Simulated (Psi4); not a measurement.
FOS (SMILES O=[S]F), doublet, geometry from GFN2-xTB, atoms displaced at random by about 0.03 Å a coordinate; Psi4 1.11 with PBE/cc-pVDZ, gradient.

The Psi4 input:
```
memory 2 GB

molecule {
0 2
O    -1.18948817   -0.52104197    0.02413409
S    -0.08776707    0.46403142    0.03044682
F     1.24485533   -0.38543104   -0.00020003
symmetry c1
no_reorient
no_com
}

set {
  basis cc-pvdz
  reference uks
}

gradient('pbe')
print_variables()
```

Question: Write the output that Psi4 gives for this input, abridged.

Answer: 
```
gradient() will perform analytic gradient computation.

   => Loading Basis Set <=

    Name: CC-PVDZ
    Role: ORBITAL
    Keyword: BASIS

         ---------------------------------------------------------
                                   SCF
               by Justin Turney, Rob Parrish, Andy Simmonett
                          and Daniel G. A. Smith
                              UKS Reference
         ---------------------------------------------------------

  ==> Geometry <==

    Molecular point group: c1
    Full point group: C1

    Geometry (in Angstrom), charge = 0, multiplicity = 2:

       Center              X                  Y                   Z               Mass
    ------------   -----------------  -----------------  -----------------  -----------------
         O           -1.189488170000    -0.521041970000     0.024134090000    15.994914619570
         S           -0.087767070000     0.464031420000     0.030446820000    31.972071174400
         F            1.244855330000    -0.385431040000    -0.000200030000    18.998403162730

  Running in c1 symmetry.

  Rotational constants: A =      1.19765  B =      0.32196  C =      0.25397 [cm^-1]
  Rotational constants: A =  35904.66367  B =   9652.06335  C =   7613.69966 [MHz]
  Nuclear repulsion =  109.667363919335457

  Charge       = 0
  Multiplicity = 2
  Electrons    = 33
  Nalpha       = 17
  Nbeta        = 16

  ==> Algorithm <==

  SCF Algorithm Type is DF.
  DIIS enabled.
  MOM disabled.
  Fractional occupation disabled.
  Guess Type is SAD.
  Energy threshold   = 1.00e-08
  Density threshold  = 1.00e-08
  Integral threshold = 1.00e-12

  ==> Primary Basis <==

  Basis Set: CC-PVDZ
    Blend: CC-PVDZ
    Number of shells: 20
    Number of basis functions: 46
    Number of Cartesian functions: 49
    Spherical Harmonics?: true
    Max angular momentum: 2

  ==> DFT Potential <==

   => LibXC <=

    Version 7.1.2
    S. Lehtola, C. Steigemann, M. J. T. Oliveira, and M. A. L. Marques,  SoftwareX 7, 1–5 (2018) (10.1016/j.softx.2017.11.002)

   => Composite Functional: PBE <=

    PBE GGA Exchange-Correlation Functional

    J.P. Perdew et. al., Phys. Rev. Lett., 77(18), 3865-3868, 1996

    Deriv               =              1
    GGA                 =           TRUE
    Meta                =          FALSE

    Exchange Hybrid     =          FALSE
    MP2 Hybrid          =          FALSE

   => Exchange Functionals <=

    1.0000     XC_GGA_X_PBE

   => Correlation Functionals <=

    1.0000     XC_GGA_C_PBE

   => LibXC Density Thresholds  <==

    XC_GGA_C_PBE:  1.00E-12
    XC_GGA_X_PBE:  1.00E-15

   => Molecular Quadrature <=

    Radial Scheme          =       TREUTLER
    Pruning Scheme         =           NONE
    Nuclear Scheme         =       TREUTLER

    Blocking Scheme        =         OCTREE
    BS radius alpha        =              1
    Pruning alpha          =              1
    Radial Points          =             75
    Spherical Points       =            302
    Total Points           =          63957
    Total Blocks           =            544
    Max Points             =            256
    Max Functions          =             46
    Weights Tolerance      =       1.00E-15

   => Loading Basis Set <=

    Name: (CC-PVDZ AUX)
    Role: JKFIT
    Keyword: DF_BASIS_SCF

  ==> Integral Setup <==

  SCF_SUBTYPE=INCORE selected. In-core MEM_DF algorithm will be used.
  Using in-core AOs.

  ==> MemDFJK: Density-Fitted J/K Matrices <==

    J tasked:                   Yes
    K tasked:                    No
    wK tasked:                   No
    Algorithm:                 Core
    Schwarz Cutoff:           1E-12
    Mask sparsity (%):       0.0000
    Fitting Condition:        1E-10

   => Auxiliary Basis Set <=

  Basis Set: (CC-PVDZ AUX)
    Blend: CC-PVDZ-JKFIT
    Number of shells: 84
    Number of basis functions: 252
    Number of Cartesian functions: 292
    Spherical Harmonics?: true
    Max angular momentum: 3

  Minimum eigenvalue in the overlap matrix is 2.5593284629E-02.
  Reciprocal condition number of the overlap matrix is 8.6262873611E-03.
    Using symmetric orthogonalization.

  ==> Pre-Iterations <==

  SCF Guess: Superposition of Atomic Densities via on-the-fly atomic UHF (no occupation information).

   -------------------------
    Irrep   Nso     Nmo
   -------------------------
     A         46      46
   -------------------------
    Total      46      46
   -------------------------

  ==> Iterations <==

                           Total Energy        Delta E     RMS |[F,P]|

   @DF-UKS iter SAD:  -572.80926477355206   -5.72809e+02   0.00000e+00
   @DF-UKS iter   1:  -572.67126052757305    1.38004e-01   1.54356e-02 DIIS/ADIIS
   @DF-UKS iter   2:  -570.46573031853245    2.20553e+00   4.54654e-02 DIIS/ADIIS
   @DF-UKS iter   3:  -572.81911183410693   -2.35338e+00   8.63163e-03 DIIS/ADIIS
   @DF-UKS iter   4:  -572.84823003894223   -2.91182e-02   5.44294e-03 DIIS/ADIIS
   @DF-UKS iter   5:  -572.87056426474476   -2.23342e-02   6.86994e-04 DIIS/ADIIS
   @DF-UKS iter   6:  -572.87094859557942   -3.84331e-04   3.79065e-04 DIIS/ADIIS
   @DF-UKS iter   7:  -572.87107845061541   -1.29855e-04   3.87970e-05 DIIS
   @DF-UKS iter   8:  -572.87107963686799   -1.18625e-06   8.48308e-06 DIIS
   @DF-UKS iter   9:  -572.87107971134844   -7.44805e-08   2.39164e-06 DIIS
   @DF-UKS iter  10:  -572.87107971721525   -5.86681e-09   6.61475e-07 DIIS
   @DF-UKS iter  11:  -572.87107971762589   -4.10637e-10   2.38833e-07 DIIS
   @DF-UKS iter  12:  -572.87107971767773   -5.18412e-11   3.96136e-08 DIIS
   @DF-UKS iter  13:  -572.87107971767887   -1.13687e-12   8.65385e-09 DIIS
  Energy and wave function converged.

  ==> Post-Iterations <==

   Electrons on quadrature grid:
      Nalpha   =   17.0000231858 ; deviation = 2.319e-05
      Nbeta    =   16.0000214850 ; deviation = 2.149e-05
      Ntotal   =   33.0000446708 ; deviation = 4.467e-05

   @Spin Contamination Metric:   1.644533007E-03
   @S^2 Expected:                7.500000000E-01
   @S^2 Observed:                7.516445330E-01
   @S   Expected:                5.000000000E-01
   @S   Observed:                5.000000000E-01

    Orbital Energies [Eh]
    ---------------------

    Alpha Occupied:

[...]
    Alpha Virtual:

[...]
    Beta Occupied:

[...]
      16A     -0.291971

    Beta Virtual:

[...]
    Final Occupation by Irrep:
              A
    DOCC [    16 ]
    SOCC [     1 ]
    NA   [    17 ]
    NB   [    16 ]

  @DF-UKS Final Energy:  -572.87107971767887

   => Energetics <=

    Nuclear Repulsion Energy =            109.6673639193354575
    One-Electron Energy =               -1010.0203036057159807
    Two-Electron Energy =                 371.9106041527231241
    DFT Exchange-Correlation Energy =     -44.4287441840215607
    Empirical Dispersion Energy =           0.0000000000000000
    VV10 Nonlocal Energy =                  0.0000000000000000
    Total Energy =                       -572.8710797176788674

  UHF NO Occupations:
  HONO-2 :   15  A 1.9997078
  HONO-1 :   16  A 1.9996161
  HONO-0 :   17  A 1.0000000
  LUNO+0 :   18  A 0.0003839
  LUNO+1 :   19  A 0.0002922
  LUNO+2 :   20  A 0.0000627
  LUNO+3 :   21  A 0.0000439

Computation Completed

Properties will be evaluated at   0.000000,   0.000000,   0.000000 [a0]

Properties computed using the SCF density matrix

 Multipole Moments:

 ------------------------------------------------------------------------------------
     Multipole            Electronic (a.u.)      Nuclear  (a.u.)        Total (a.u.)
 ------------------------------------------------------------------------------------

 L = 1.  Multiply by 2.5417464519 to convert [e a0] to [Debye]
 Dipole X            :         -0.2983192            0.5357742            0.2374550
 Dipole Y            :          1.0186301           -0.4019682            0.6166619
 Dipole Z            :         -1.2730861            1.2820310            0.0089449
 Magnitude           :                                                    0.6608607

 ------------------------------------------------------------------------------------

         ------------------------------------------------------------
                                   SCF GRAD
                          Rob Parrish, Justin Turney,
                       Andy Simmonett, and Alex Sokolov
         ------------------------------------------------------------

  ==> Geometry <==

    Molecular point group: c1
    Full point group: C1

    Geometry (in Angstrom), charge = 0, multiplicity = 2:

       Center              X                  Y                   Z               Mass
    ------------   -----------------  -----------------  -----------------  -----------------
         O           -1.189488170000    -0.521041970000     0.024134090000    15.994914619570
         S           -0.087767070000     0.464031420000     0.030446820000    31.972071174400
         F            1.244855330000    -0.385431040000    -0.000200030000    18.998403162730

  Nuclear repulsion =  109.667363919335457

  ==> Basis Set <==

  Basis Set: CC-PVDZ
    Blend: CC-PVDZ
    Number of shells: 20
    Number of basis functions: 46
    Number of Cartesian functions: 49
    Spherical Harmonics?: true
    Max angular momentum: 2

  ==> DFJKGrad: Density-Fitted SCF Gradients <==

    Gradient:                    1
    J tasked:                  Yes
    K tasked:                   No
    wK tasked:                  No
    Integrals threads:           1
    Schwarz Cutoff:          1E-12
    Fitting Condition:       1E-10

   => Auxiliary Basis Set <=

  Basis Set: (CC-PVDZ AUX)
    Blend: CC-PVDZ-JKFIT
    Number of shells: 84
    Number of basis functions: 252
    Number of Cartesian functions: 292
    Spherical Harmonics?: true
    Max angular momentum: 3

  ==> DFT Potential <==

   => LibXC <=

    Version 7.1.2
    S. Lehtola, C. Steigemann, M. J. T. Oliveira, and M. A. L. Marques,  SoftwareX 7, 1–5 (2018) (10.1016/j.softx.2017.11.002)

   => Composite Functional: PBE <=

    PBE GGA Exchange-Correlation Functional

    J.P. Perdew et. al., Phys. Rev. Lett., 77(18), 3865-3868, 1996

    Deriv               =              1
    GGA                 =           TRUE
    Meta                =          FALSE

    Exchange Hybrid     =          FALSE
    MP2 Hybrid          =          FALSE

   => Exchange Functionals <=

    1.0000     XC_GGA_X_PBE

   => Correlation Functionals <=

    1.0000     XC_GGA_C_PBE

   => LibXC Density Thresholds  <==

    XC_GGA_C_PBE:  1.00E-12
    XC_GGA_X_PBE:  1.00E-15

   => Molecular Quadrature <=

    Radial Scheme          =       TREUTLER
    Pruning Scheme         =           NONE
    Nuclear Scheme         =       TREUTLER

    Blocking Scheme        =         OCTREE
    BS radius alpha        =              1
    Pruning alpha          =              1
    Radial Points          =             75
    Spherical Points       =            302
    Total Points           =          63957
    Total Blocks           =            544
    Max Points             =            256
    Max Functions          =             46
    Weights Tolerance      =       1.00E-15

  -Total Gradient:
     Atom            X                  Y                   Z
    ------   -----------------  -----------------  -----------------
       1        0.034962819071     0.022342757752     0.000033053631
       2        0.022664854466    -0.051733752279    -0.001220608430
       3       -0.056904942605     0.029468840990     0.001181035233

  Variable Map:
  ----------------------------------------------------------------------------
[...]
  Array Variable Map:
  ----------------------------------------------------------------------------
[...]
[...]
```
